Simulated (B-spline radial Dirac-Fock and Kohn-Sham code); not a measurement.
## Binding energies of Pm⁵⁰⁺ at several levels of theory

System: Pm⁵⁰⁺ in the configuration 1s2 2s2 2p6 3s1.

The density-functional columns are spherical, spin-unpolarised Dirac-Kohn-Sham results without Breit or QED terms: −ε is minus the orbital energy of the initial state and ΔSCF the difference of two total energies. The reference in the last column comes from relaxed Dirac-Fock hole states (ΔSCF) with Breit and QED corrections and a finite nucleus. All numbers are from a radial atomic solver, in eV; a selection of levels is shown. The Kohn-Sham columns are given as differences from the reference. For the 1s level of heavy atoms much of the gap between ΔSCF and the reference is the Breit and QED part, -182.2 eV here; for other levels the error of the functional can be larger.

```
level  LDA −ε − DF  LDA ΔSCF − DF  Dirac-Fock
2p1/2       -113.7          +29.7     10555.6
2p3/2       -119.3          +14.0      9979.7
   3s        -41.2           +3.8      4476.2
```

For the outermost level NIST gives 4476 ± 4 eV (theoretical); the differences from it are LDA −ε -40.98, LDA ΔSCF +4.04, Dirac-Fock +0.19 eV.

Values without a named source are computed, but for edge energies of neutral atoms, which are taken from tables.
